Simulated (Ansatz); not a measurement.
Relaxation of AlF$_{2}$H$_{7}$O$_{4}$W (15 atoms, charge 0, multiplicity 1), to a largest force component of 0.03 eV/Å in at most 50 steps.

Level of theory: RKS PBE/def2-SVP (Ansatz).

```xyz
15
Properties=species:S:1:pos:R:3
W 0.267 0.237 -0.081
F -0.853 -0.129 2.732
O 2.426 0.078 -0.556
H 2.715 -0.808 -0.849
H -0.619 1.684 0.132
F -1.565 -0.234 -0.190
O 0.407 -1.503 0.686
H -0.184 -1.697 1.446
O 0.355 0.478 -1.944
H 1.244 0.711 -2.282
O 1.208 1.150 1.288
Al 3.030 0.817 1.083
H 3.496 -0.349 2.082
H 3.876 2.154 0.856
H -0.137 0.451 2.884
```

Task: Where does it end, and by what steps?

Result: The forces met the threshold. After 19 steps the energy has fallen by 0.159 eV; H15 moved furthest, 0.51 Å. Joined: W1–F2 (3.05 → 2.56 Å).

```csv
step,energy less start (eV),largest force component (eV/Å),accepted
0,0.0000,1.038,yes
1,-0.0759,0.551,yes
2,-0.1143,0.391,yes
3,-0.1193,0.248,yes
4,-0.1244,0.039,yes
5,-0.1254,0.085,yes
6,-0.1262,0.038,yes
7,-0.1289,0.094,yes
8,-0.1280,0.548,no
9,-0.1341,0.201,yes
10,-0.1396,0.294,yes
11,-0.1339,0.454,no
12,-0.1478,0.135,yes
13,-0.1518,0.130,yes
14,-0.1533,0.249,yes
15,-0.1523,0.244,no
16,-0.1573,0.049,yes
17,-0.1582,0.048,yes
18,-0.1586,0.032,yes
19,-0.1587,0.016,yes
```

```xyz
15
Properties=species:S:1:pos:R:3
W 0.216 0.214 0.062
F -0.761 0.148 2.424
O 2.385 -0.035 -0.476
H 2.603 -0.982 -0.583
H -0.729 1.613 0.343
F -1.588 -0.311 -0.210
O 0.425 -1.605 0.622
H -0.276 -2.017 1.169
O 0.356 0.687 -1.749
H 1.288 0.788 -2.049
O 1.217 1.072 1.389
Al 3.054 0.825 1.073
H 3.662 -0.249 2.094
H 3.765 2.205 0.701
H 0.048 0.689 2.474
```

Time of the run: 76 s on 4 threads of Arm Neoverse V2 (shared host), peak memory 0.27 GiB.
